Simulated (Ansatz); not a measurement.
Cost and result for the atomization energy of GaH$_{3}$O$_{2}$S, SMILES `[OH][Ga]([OH])[SH]` (7 atoms, 6 bonds).

The species carries charge 0 and has multiplicity 1. Correlated methods include outer-core shells of Ga, which these sets cover unevenly. Scalar relativity is left out up to krypton. The structure was optimised at the PBE0-D4/def2-TZVP level. It is one conformer, not always the lowest. Program: Ansatz. All runs use 4 threads of an Arm Neoverse V2 on a shared host. Times are those of one run each, without the atoms' runs, and a repeat can differ threefold. Electronic energies, without spin–orbit coupling; frozen cores. CCSD(T)/CBS adds CCSD(T) − MP2 in def2-TZVPP to the MP2 limit, and its time is that of the two runs behind it. T1 = 0.014. With those shells the extrapolation isn't a true limit. B3LYP takes the VWN-RPA correlation (the form of Gaussian; ORCA's B3LYP/G). HSE06 is the plane-wave form, built on full-range PBE exchange.

CCSD(T)/CBS is a level of theory with its own doubt, some kJ/mol a heavy atom from the limit and from the frozen cores, so smaller differences don't rank the functionals.

```tsv
level	functions	wall time
LDA (SPW92)/def2-TZVPP	194	0.75 s
BLYP-D4/def2-TZVPP	194	1.1 s
PBE-D4/def2-TZVPP (with forces)	194	1.4 s
PBE0-D4/def2-TZVPP	194	1.7 s
CAM-B3LYP-D4/def2-TZVPP	194	1.9 s
HSE06-D4/def2-TZVPP	194	1.9 s
CCSD(T)/def2-SVP	93	2.3 s
B3LYP-D4/def2-TZVPP (with forces)	194	2.4 s
r2SCANh-D4/def2-TZVPP	194	3.1 s
B97M-V/def2-TZVPP	194	4.6 s
MP2/def2-QZVPP	363	8.5 s
CCSD(T)/def2-TZVPP	194	44 s
CCSD(T)/CBS(def2)	–	52 s
```

Q: What atomization energy does each give, and how far from CCSD(T)/CBS? (An estimate is asked.)

A: Ansatz gave: 
| level | atomization (kJ/mol) | difference from CCSD(T)/CBS | per bond |
| --- | --- | --- | --- |
| LDA (SPW92)/def2-TZVPP | 2715.0 | 372.1 | 62.0 |
| BLYP-D4/def2-TZVPP | 2294.8 | -48.1 | -8.0 |
| PBE-D4/def2-TZVPP (with forces) | 2355.4 | 12.5 | 2.1 |
| PBE0-D4/def2-TZVPP | 2285.2 | -57.7 | -9.6 |
| CAM-B3LYP-D4/def2-TZVPP | 2304.2 | -38.7 | -6.5 |
| HSE06-D4/def2-TZVPP | 2287.8 | -55.1 | -9.2 |
| CCSD(T)/def2-SVP | 2138.7 | -204.2 | -34.0 |
| B3LYP-D4/def2-TZVPP (with forces) | 2281.0 | -61.9 | -10.3 |
| r2SCANh-D4/def2-TZVPP | 2302.7 | -40.2 | -6.7 |
| B97M-V/def2-TZVPP | 2316.9 | -26.0 | -4.3 |
| MP2/def2-QZVPP | 2393.0 | 50.1 | 8.3 |
| CCSD(T)/def2-TZVPP | 2272.8 | -70.1 | -11.7 |
| CCSD(T)/CBS(def2) | 2342.9 | 0.0 | 0.0 |

Leaving LDA and LC-ωPBE aside and taking each functional with its dispersion term where it has one, the values, not all of them listed here, spread over 172.6 kJ/mol, from BHLYP-D4 to PBE-D4. LDA lies +373.6 kJ/mol from PBE without D4, its usual overbinding. The D4 term adds +22.8 kJ/mol with B3LYP and +12.0 kJ/mol with PBE0; it sums over pairs of atoms, weighted by their polarisabilities, and B3LYP, whose exchange is more repulsive, gets the larger term. From BLYP to BHLYP (50 % exact exchange), in def2-TZVPP and without D4, the atomization energy moves by −101.9 kJ/mol: exact exchange takes away binding that semilocal exchange gives to molecules.
